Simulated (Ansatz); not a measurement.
System: GaH, charge 0, multiplicity 3. This is an excited triplet: at this geometry the singlet lies 2.01 eV lower at CCSD(T)/CBS(aug-cc-pVTZ,aug-cc-pVQZ). 
Structure (B3LYP-D3(BJ)/def2-TZVP (Ansatz, a first-principles code) minimum search):
SMILES: [GaH]
```xyz
2

Ga     0.0000     0.0000    -0.0508
H      0.0000     0.0000     1.5741
```
Charge 0, spin multiplicity 3.

Total electronic energies in hartree. Cores are frozen in the correlated levels unless marked. UHF or UKS for open shells. Spin-orbit coupling is left out. The frozen core is the preceding noble-gas configuration, with the filled d and f shells of earlier blocks. No relativistic terms. CBS marks a two-point X^-3 extrapolation of the correlation energy; Hartree-Fock from the larger set (for Q and 5 zeta extrapolated as (X+1)exp(-9√X)). [CCSD(T)-MP2]/basis is that difference in the basis named.

```json
[
 {"level": "HF/def2-QZVPP", "program": "Ansatz", "energy (Eh)": "-1923.78861"},
 {"level": "B97M-V/def2-TZVPD", "program": "Ansatz", "energy (Eh)": "-1924.96299"},
 {"level": "PBE0/STO-3G", "program": "Ansatz", "energy (Eh)": "-1902.53622"},
 {"level": "PBE0/def2-TZVPD", "program": "Ansatz", "energy (Eh)": "-1925.08570"},
 {"level": "r2SCAN0/def2-TZVPD", "program": "Ansatz", "energy (Eh)": "[?]"},
 {"level": "LC-wPBE/def2-TZVPD", "program": "Ansatz", "energy (Eh)": "-1925.08422"},
 {"level": "wB97M-V/def2-TZVPD", "program": "Ansatz", "energy (Eh)": "-1925.22811"},
 {"level": "RI-MP2/CBS(def2-TZVPPD,def2-QZVPPD)", "program": "Ansatz", "energy (Eh)": "-1923.8348"},
 {"level": "SCS-MP2/def2-SVP", "program": "Ansatz", "energy (Eh)": "-1923.53567"},
 {"level": "CCSD/cc-pVDZ", "program": "Ansatz", "energy (Eh)": "-1923.76351"},
 {"level": "CCSD/aug-cc-pVQZ", "program": "Ansatz", "energy (Eh)": "-1923.84687"},
 {"level": "CCSD/CBS(cc-pVTZ,cc-pVQZ)", "program": "Ansatz", "energy (Eh)": "-1923.8482"},
 {"level": "RI-MP2/CBS(def2-TZVPPD,def2-QZVPPD)+[CCSD(T)-MP2]/def2-SVPD", "program": "Ansatz", "energy (Eh)": "-1923.8504"},
 {"level": "CCSD(T)/CBS(cc-pVTZ,cc-pVQZ)", "program": "Ansatz", "energy (Eh)": "-1923.8499"},
 {"level": "CCSD(T)/CBS(cc-pVQZ,cc-pV5Z)", "program": "Ansatz", "energy (Eh)": "-1923.8498"}
]
```

Task: Fill in the missing entries.

Result: 
- r2SCAN0/def2-TZVPD, energy (Eh): -1925.30372
